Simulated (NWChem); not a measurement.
Species: CH₅ClFNSi; SMILES C[Si](N)(F)Cl

```xyz
10

C      1.3482     1.1469     0.9094
Si    -0.0403     0.3418    -0.0304
N     -1.5690     0.7408     0.6239
F      0.1182     0.7383    -1.5917
Cl     0.0986    -1.7269     0.0252
H      1.3529     0.8169     1.9528
H      1.2436     2.2386     0.8947
H      2.3162     0.8988     0.4624
H     -2.3884     0.1968     0.3817
H     -1.8057     1.7089     0.8073
```
Atoms are numbered in this order, from 1.

All runs: NWChem. Medium grid unless said otherwise, to which SCAN and Minnesota functionals are sensitive. Coordinates come from a B3LYP/6-31G* (spherical d) optimisation.

Task: Among these, which level gives the highest value of “orbital gap (eV)”?
A. M06-2X/def2-SVP
B. Hartree-Fock/def2-SVP
C. TPSSh/def2-SVP
D. B3LYP/def2-SVP

Result: B, Hartree-Fock/def2-SVP. Values: TPSSh/def2-SVP 8.04; B3LYP/def2-SVP 8.50; M06-2X/def2-SVP 11.40; Hartree-Fock/def2-SVP 16.03
